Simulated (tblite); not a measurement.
A geometry optimisation, step by step.

C6H11O2 (doublet state).
Atom-mapped SMILES: `[CH3:1][CH2:2]/[C:3]([CH3:4])=[CH:5]/[O:6][CH2:7][O:8]` (hydrogens: H9, H10, H11 on C1; H12, H13 on C2; H14, H15, H16 on C4; H17 on C5; H18, H19 on C7)
Bond orders are those of one Lewis drawing.

Computed with GFN2-xTB (tblite), gas phase: L-BFGS steps from a force-field or distance-geometry start until the largest atomic force falls under 0.01 eV/Å. 10 of its 141 geometries are shown.

Step 0: E = -719.8212 eV, largest atomic force 4.022 eV/Å
```
atom  x, y, z in Å  |  force x, y, z in eV/Å
C1     -2.710    0.150   -0.507   -0.795   0.833  -0.967
C2     -1.550    0.510    0.392   -0.180  -0.149   0.553
C3     -0.250   -0.014   -0.136   -0.641  -0.336   0.013
C4     -0.034   -1.466   -0.380    0.306  -0.851   1.049
C5      0.699    0.855   -0.410    1.175   1.007   0.299
O6      1.930    0.518   -0.925    0.068  -0.187  -0.634
C7      3.115    0.342   -0.189    2.234  -0.920  -1.598
O8      4.227    0.002   -0.961   -3.249   0.986   2.156
H9     -3.558    0.766   -0.158    0.051  -0.608  -0.210
H10    -2.514    0.488   -1.557   -0.056  -0.465   0.806
H11    -2.974   -0.908   -0.504    0.094   0.238   0.001
H12    -1.558    1.623    0.467    0.360  -0.814   0.196
H13    -1.751    0.052    1.391    0.231   0.469  -0.483
H14    -0.812   -2.094    0.098    0.363   0.415  -0.403
H15     0.038   -1.692   -1.442   -0.073   0.052   0.088
H16     0.942   -1.758    0.089   -0.704   0.112  -0.477
H17     0.472    1.911   -0.222    0.607  -0.104  -0.080
H18     3.326    1.230    0.444    0.088   0.019  -0.018
H19     2.953   -0.505    0.546    0.123   0.302  -0.291
```

Step 16: E = -720.3969 eV, largest atomic force 0.157 eV/Å
```
atom  x, y, z in Å  |  force x, y, z in eV/Å
C1     -2.714    0.165   -0.526   -0.012  -0.009  -0.018
C2     -1.544    0.502    0.404   -0.078   0.049   0.006
C3     -0.238    0.019   -0.136   -0.094  -0.107   0.059
C4     -0.060   -1.449   -0.358   -0.022  -0.086  -0.027
C5      0.786    0.836   -0.409    0.020  -0.016   0.024
O6      1.901    0.338   -1.005   -0.028   0.027   0.006
C7      3.106    0.353   -0.243    0.050   0.035   0.145
O8      4.178    0.090   -0.868    0.062   0.018  -0.083
H9     -3.612    0.679   -0.191    0.018  -0.049   0.020
H10    -2.504    0.481   -1.544    0.045   0.018   0.009
H11    -2.910   -0.904   -0.529    0.000   0.025  -0.039
H12    -1.504    1.580    0.551    0.041   0.094   0.010
H13    -1.736    0.035    1.373    0.049  -0.010   0.035
H14    -0.860   -2.017    0.104   -0.090  -0.034  -0.032
H15    -0.013   -1.674   -1.421   -0.078  -0.014  -0.051
H16     0.887   -1.783    0.064    0.026   0.016   0.013
H17     0.785    1.890   -0.141    0.028  -0.011  -0.091
H18     3.141    1.305    0.367   -0.046  -0.016  -0.023
H19     2.903   -0.436    0.547    0.108   0.072   0.039
```

Step 31: E = -720.5058 eV, largest atomic force 0.238 eV/Å
```
atom  x, y, z in Å  |  force x, y, z in eV/Å
C1     -2.695    0.209   -0.528   -0.011   0.015  -0.044
C2     -1.540    0.519    0.415    0.122   0.032   0.045
C3     -0.275   -0.081   -0.110    0.211   0.095   0.020
C4     -0.227   -1.546   -0.392   -0.042  -0.016   0.054
C5      0.830    0.645   -0.362    0.102   0.027   0.072
O6      1.951    0.043   -0.792    0.174  -0.030   0.023
C7      3.208    0.476   -0.198   -0.077   0.018  -0.225
O8      4.243    0.374   -0.928   -0.101  -0.034   0.068
H9     -3.636    0.609   -0.168   -0.002   0.043   0.083
H10    -2.478    0.643   -1.498   -0.079  -0.002  -0.121
H11    -2.786   -0.865   -0.635   -0.175  -0.072  -0.105
H12    -1.433    1.594    0.545    0.067   0.100  -0.081
H13    -1.738    0.100    1.405   -0.062  -0.116  -0.003
H14    -1.062   -2.051    0.080    0.003  -0.145  -0.033
H15    -0.259   -1.689   -1.473   -0.069  -0.127   0.065
H16     0.712   -1.981   -0.045   -0.083   0.077  -0.021
H17     0.877    1.722   -0.231   -0.036   0.019   0.188
H18     3.037    1.491    0.250   -0.012   0.085   0.022
H19     3.261   -0.204    0.701    0.071   0.030  -0.007
```

Step 47: E = -720.6161 eV, largest atomic force 0.095 eV/Å
```
atom  x, y, z in Å  |  force x, y, z in eV/Å
C1     -2.720    0.270   -0.580    0.044   0.009   0.010
C2     -1.512    0.492    0.334    0.011   0.009   0.019
C3     -0.260   -0.194   -0.118   -0.005   0.006   0.028
C4     -0.325   -1.657   -0.403    0.013   0.008   0.022
C5      0.900    0.489   -0.199   -0.052   0.039   0.011
O6      2.055   -0.070   -0.564   -0.039  -0.005   0.087
C7      3.286    0.607   -0.208   -0.032  -0.027  -0.072
O8      4.225    0.530   -1.059    0.035  -0.006  -0.001
H9     -3.607    0.685   -0.108   -0.008   0.008  -0.053
H10    -2.570    0.765   -1.536    0.021  -0.015   0.000
H11    -2.891   -0.787   -0.762    0.001   0.010   0.021
H12    -1.330    1.564    0.429   -0.014  -0.006   0.045
H13    -1.754    0.101    1.329   -0.039   0.021  -0.014
H14    -1.144   -2.112    0.149    0.021  -0.035  -0.028
H15    -0.482   -1.833   -1.468    0.013  -0.009   0.027
H16     0.613   -2.130   -0.120    0.010  -0.014  -0.079
H17     0.926    1.551    0.043    0.022   0.009   0.000
H18     3.022    1.651    0.122   -0.019  -0.011  -0.037
H19     3.558    0.088    0.756    0.017   0.010   0.014
```

Step 62: E = -720.6491 eV, largest atomic force 0.136 eV/Å
```
atom  x, y, z in Å  |  force x, y, z in eV/Å
C1     -2.692    0.298   -0.621    0.002  -0.015   0.001
C2     -1.543    0.479    0.372   -0.001  -0.032  -0.001
C3     -0.281   -0.218   -0.037    0.037   0.042   0.028
C4     -0.309   -1.664   -0.410   -0.018   0.037   0.006
C5      0.885    0.457   -0.067   -0.006  -0.037   0.041
O6      2.036   -0.130   -0.402    0.000   0.012  -0.055
C7      3.261    0.607   -0.249    0.119   0.052   0.042
O8      4.138    0.424   -1.152   -0.011  -0.023  -0.005
H9     -3.580    0.799   -0.245   -0.010   0.004  -0.016
H10    -2.443    0.723   -1.590    0.053  -0.004   0.012
H11    -2.922   -0.755   -0.752   -0.015  -0.007  -0.017
H12    -1.339    1.543    0.507   -0.033  -0.033   0.009
H13    -1.866    0.076    1.338    0.030  -0.013  -0.008
H14    -1.041   -2.211    0.179   -0.030   0.017   0.006
H15    -0.561   -1.776   -1.464   -0.041  -0.008   0.007
H16     0.679   -2.093   -0.262   -0.023  -0.025  -0.013
H17     0.936    1.512    0.192   -0.029   0.040  -0.002
H18     2.994    1.684   -0.059   -0.003  -0.016  -0.025
H19     3.635    0.255    0.759   -0.022   0.010  -0.010
```

Step 78: E = -720.6638 eV, largest atomic force 0.034 eV/Å
```
atom  x, y, z in Å  |  force x, y, z in eV/Å
C1     -2.648    0.293   -0.648    0.016   0.006   0.012
C2     -1.555    0.448    0.412    0.021  -0.005   0.007
C3     -0.276   -0.222    0.012    0.006   0.006  -0.005
C4     -0.336   -1.653   -0.408   -0.004   0.007  -0.006
C5      0.888    0.455   -0.002   -0.006  -0.024   0.022
O6      2.037   -0.119   -0.369   -0.015  -0.005  -0.022
C7      3.268    0.623   -0.280    0.004   0.013   0.020
O8      4.136    0.347   -1.167    0.008   0.011   0.012
H9     -3.532    0.850   -0.351   -0.017   0.006  -0.003
H10    -2.302    0.675   -1.605   -0.001   0.016  -0.004
H11    -2.925   -0.750   -0.771   -0.004   0.010   0.000
H12    -1.376    1.508    0.599    0.006  -0.005  -0.002
H13    -1.909    0.000    1.346   -0.007  -0.009  -0.004
H14    -1.031   -2.207    0.219    0.002  -0.017   0.009
H15    -0.680   -1.726   -1.440   -0.021  -0.006  -0.015
H16     0.650   -2.103   -0.357    0.027   0.000   0.021
H17     0.935    1.504    0.289   -0.004  -0.002  -0.020
H18     3.003    1.713   -0.197    0.002   0.005  -0.027
H19     3.642    0.373    0.757   -0.012  -0.006   0.003
```

Step 93: E = -720.6690 eV, largest atomic force 0.050 eV/Å
```
atom  x, y, z in Å  |  force x, y, z in eV/Å
C1     -2.631    0.327   -0.648    0.006  -0.003  -0.005
C2     -1.549    0.425    0.432   -0.031  -0.001  -0.007
C3     -0.276   -0.245    0.014   -0.016   0.004  -0.004
C4     -0.336   -1.679   -0.397    0.011  -0.005  -0.003
C5      0.881    0.442   -0.030    0.005   0.017  -0.004
O6      2.029   -0.104   -0.443    0.019  -0.006   0.046
C7      3.258    0.636   -0.289   -0.037   0.024  -0.013
O8      4.191    0.325   -1.092   -0.010  -0.019  -0.002
H9     -3.512    0.894   -0.356    0.046  -0.008   0.018
H10    -2.259    0.726   -1.589   -0.004   0.022   0.003
H11    -2.929   -0.706   -0.807    0.010   0.009   0.014
H12    -1.357    1.476    0.659    0.009  -0.002  -0.012
H13    -1.924   -0.046    1.345    0.011  -0.033  -0.013
H14    -0.996   -2.242    0.260    0.008   0.018  -0.005
H15    -0.720   -1.762   -1.413   -0.005  -0.010   0.002
H16     0.660   -2.114   -0.379   -0.002   0.000  -0.002
H17     0.919    1.489    0.269    0.003   0.012  -0.017
H18     2.992    1.731   -0.283   -0.008  -0.018  -0.003
H19     3.550    0.438    0.784   -0.014  -0.002   0.007
```

Step 109: E = -720.6750 eV, largest atomic force 0.025 eV/Å
```
atom  x, y, z in Å  |  force x, y, z in eV/Å
C1     -2.593    0.401   -0.664   -0.010  -0.006   0.008
C2     -1.546    0.375    0.452   -0.025   0.003   0.000
C3     -0.276   -0.291    0.019   -0.009   0.005   0.001
C4     -0.333   -1.725   -0.386    0.009  -0.010   0.004
C5      0.872    0.409   -0.026    0.009   0.008   0.004
O6      2.033   -0.129   -0.412    0.013  -0.003   0.001
C7      3.232    0.661   -0.300   -0.007   0.000  -0.013
O8      4.219    0.260   -0.992    0.001  -0.002   0.003
H9     -3.449    0.997   -0.358   -0.001  -0.002   0.006
H10    -2.173    0.836   -1.568    0.000   0.008   0.013
H11    -2.942   -0.603   -0.891    0.015  -0.002  -0.012
H12    -1.334    1.397    0.772   -0.006  -0.002  -0.004
H13    -1.956   -0.167    1.308   -0.018   0.002  -0.008
H14    -0.904   -2.303    0.338   -0.005  -0.001  -0.003
H15    -0.823   -1.824   -1.354    0.001  -0.004   0.005
H16     0.671   -2.131   -0.469    0.004   0.002  -0.002
H17     0.891    1.461    0.254    0.012   0.008   0.005
H18     2.937    1.732   -0.489    0.021  -0.005   0.000
H19     3.463    0.654    0.806   -0.005   0.001  -0.009
```

Step 124: E = -720.6774 eV, largest atomic force 0.052 eV/Å
```
atom  x, y, z in Å  |  force x, y, z in eV/Å
C1     -2.567    0.465   -0.680   -0.004  -0.005  -0.001
C2     -1.565    0.327    0.470    0.004   0.006   0.006
C3     -0.282   -0.311    0.032    0.003  -0.010   0.004
C4     -0.314   -1.750   -0.361    0.005  -0.009  -0.003
C5      0.857    0.402   -0.019   -0.006  -0.001  -0.004
O6      2.021   -0.130   -0.412    0.002   0.017  -0.004
C7      3.216    0.666   -0.323   -0.011  -0.017   0.022
O8      4.244    0.168   -0.879    0.032  -0.024  -0.034
H9     -3.431    1.036   -0.348    0.005  -0.006  -0.018
H10    -2.111    0.979   -1.522   -0.009   0.007   0.022
H11    -2.911   -0.511   -1.013    0.020   0.005  -0.008
H12    -1.360    1.314    0.888    0.010   0.028  -0.012
H13    -2.018   -0.282    1.255   -0.004  -0.014   0.010
H14    -0.797   -2.343    0.414   -0.006  -0.007  -0.005
H15    -0.882   -1.879   -1.282   -0.013   0.001  -0.001
H16     0.694   -2.117   -0.526    0.008   0.001   0.006
H17     0.872    1.454    0.261   -0.002   0.004   0.007
H18     2.953    1.695   -0.699   -0.024   0.001   0.011
H19     3.370    0.829    0.783   -0.008   0.022   0.002
```

Step 140: E = -720.6793 eV, largest atomic force 0.010 eV/Å
```
atom  x, y, z in Å  |  force x, y, z in eV/Å
C1     -2.555    0.478   -0.686    0.001   0.002   0.001
C2     -1.568    0.325    0.475   -0.001  -0.002  -0.001
C3     -0.285   -0.316    0.042    0.001  -0.002   0.001
C4     -0.316   -1.755   -0.352    0.001  -0.001   0.000
C5      0.855    0.397   -0.005   -0.002  -0.003  -0.001
O6      2.018   -0.138   -0.396    0.003   0.004   0.000
C7      3.212    0.661   -0.333    0.002   0.000  -0.003
O8      4.241    0.144   -0.870   -0.008   0.005   0.004
H9     -3.455    0.984   -0.344    0.000   0.004   0.000
H10    -2.111    1.065   -1.486    0.004  -0.003   0.003
H11    -2.839   -0.492   -1.083    0.005   0.004   0.001
H12    -1.365    1.308    0.903   -0.001  -0.004  -0.001
H13    -2.032   -0.294    1.248   -0.002   0.002   0.000
H14    -0.786   -2.352    0.427   -0.002   0.002  -0.003
H15    -0.896   -1.885   -1.265    0.001  -0.001   0.001
H16     0.693   -2.116   -0.529    0.000   0.000   0.003
H17     0.872    1.448    0.279    0.000  -0.003   0.000
H18     2.945    1.673   -0.752   -0.002  -0.003   0.002
H19     3.363    0.876    0.765    0.000   0.000  -0.007
```

Task: Summarise the path.

Result: The energy falls by 82.79 kJ/mol from step 0 to step 140; nine tenths of that is first reached at step 41. It falls at every step. The largest force goes from 4.022 to 0.010 eV/Å. Among the bonds C7–O8 changes most, from 1.396 to 1.271 Å; the atoms move by 0.710 Å rms after alignment.

The cost below is that of the whole relaxation. The run took 0.79 s on an Arm Neoverse V2 with one thread (shared host).
